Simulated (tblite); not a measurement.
A tight-binding relaxation on `CC[O+](CC(Cl)Cl)[AlH2-][Cl]`.

Computed with GFN2-xTB geometry optimisation, gas phase (tblite 0.8.0). Start geometry: from a force field or distance geometry. The command runs a driver script over a list of jobs; the input below is this job's line of settings and its coordinates in Å.

Command:
```bash
OMP_NUM_THREADS=1 python probes_run.py task.json out
```

Input:
```
{"job": {"kind": "relax", "xc": "GFN2-xTB", "basis": "xTB"}, "charge": 0, "multiplicity": 1}
C      2.052100    -0.478000     0.133400
C      0.989500     0.074300    -0.768100
O     -0.175800     0.455100    -0.269300
C     -1.014000    -0.381900     0.371500
C     -1.447700    -1.584200    -0.476800
Cl    -2.532900    -2.594500     0.519300
Cl    -2.333200    -1.002800    -1.919300
Al    -0.328600     2.127500     0.419600
Cl    -0.791200     1.832700     2.575100
H      2.963600    -0.635100    -0.492900
H      2.319300     0.238200     0.919400
H      1.830800    -1.498800     0.542200
H      0.836800    -0.662500    -1.589100
H      1.460100     0.973900    -1.258400
H     -0.676400    -0.751900     1.368900
H     -1.962400     0.153500     0.620100
H     -0.555200    -2.165600    -0.701500
H     -1.610800     2.876900    -0.223900
H      0.966100     3.032500     0.222400
```

Output:
```
step      E/eV     max force
  0    -884.81514    4.362
  1    -885.36080    2.632
  2    -885.56532    1.679
  3    -885.70770    0.841
  4    -885.75031    0.506
  5    -885.78221    0.423
  6    -885.79401    0.305
  7    -885.80923    0.273
  8    -885.81804    0.274
  9    -885.82520    0.257
... (172 lines left out)
182    -886.09339    0.036
183    -886.09364    0.032
184    -886.09382    0.025
185    -886.09394    0.018
186    -886.09400    0.015
187    -886.09406    0.013
188    -886.09409    0.011
189    -886.09412    0.011
190    -886.09414    0.010
191    -886.09417    0.010
```

«max force» is the largest atomic force in eV/Å.

**Question.** From which step on does the largest force stay under 0.1 eV/Å, and how much energy is left to gain from there?

**Answer.** From step 179 (0.062 eV/Å), 2.3 meV above the end.

In short: energy lowered by 29.5 kcal/mol over 191 steps; largest atomic force 0.010 eV/Å at the end.

Hardware: one thread of an Arm Neoverse V1, on a shared host. Cost: 2.5 s wall.
Labels such as C1 count atoms from 1, the log's own numbers from 0.
